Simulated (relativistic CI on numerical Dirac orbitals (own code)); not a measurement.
V4+ in a cubic cluster: 2p photoemission with charge transfer

Computed with a charge-transfer multiplet model of a cubic metal-ligand cluster with up to 2 ligand holes, Slater and spin-orbit integrals from Dirac-Coulomb-Breit ions, Slater integrals scaled by 0.8. The ground state mixes d1 with configurations of k ligand holes L, whose averages lie at kΔ + k(k − 1)U_dd/2; a core hole lowers each added d electron by U_cd. 20 K, Lorentzian 0.6 eV and Gaussian 0.8 eV FWHM.

Atomic integrals in eV (Slater integrals scaled, ζ unscaled), ground: F2dd 8.057, F4dd 5.049, zeta_d 0.029; with the core hole: F2dd 8.057, F4dd 5.049, zeta_d 0.047, zeta_core 4.606, F2cd 5.989, G1cd 4.613, G3cd 2.623. Where a configuration has fewer than two d electrons, the dd integrals are those of d2.

Cluster parameters (eV): U_dd = 5.5, U_cd = 6.5, 10Dq = 0.25, 10Dq(ligand) = 0.8, V(eg) = 3.7, V(t2g) = -1.76, final-state hopping factor = 0.8.

| Case | n_d | d1 | d2L | d3L2 | S |
| --- | --- | --- | --- | --- | --- |
| Δ = 1.5 eV | 1.88 | 0.29 | 0.53 | 0.17 | 0.50 |
| Δ = 3.5 eV | 1.75 | 0.37 | 0.50 | 0.13 | 0.50 |
| Δ = 6.5 eV | 1.57 | 0.50 | 0.42 | 0.08 | 0.50 |

Weights, n_d and S are thermal averages at 20 K. Binding energies count from the first peak over 30 % of the highest in each spectrum, which can be another peak from case to case. The parameters are a model scan and need not match a compound or its usual spin state. Peaks in eV (height, largest 100):
- Δ = 1.5 eV: 0.0 (100), 3.0 (11), 7.1 (29), 8.2 (32), 13.4 (8)
- Δ = 3.5 eV: 0.0 (100), 3.1 (11), 7.1 (33), 8.3 (27), 12.6 (9)
- Δ = 6.5 eV: 0.0 (100), 3.2 (11), 7.2 (36), 11.6 (9)

For the case Δ = 3.5 eV, Δ = 3.5 eV is smaller than U_dd = 5.5 eV, the charge-transfer side of the Zaanen-Sawatzky-Allen scheme. With the core hole the configuration with one ligand hole lies at Δ − U_cd = -5.0, -3.0, 0.0 eV from the one without, in the order of the table; where this is negative the screened configuration lies lower, though the effective hopping of about 6.3 eV (from the holes of the mixed ground state) mixes the two strongly wherever it is as large as the gap.

With at most 2 ligand holes the space is cut while the next configuration still counts, so covalency is underestimated, and a final configuration with one more ligand hole, which can lie low, is missing from the spectra.
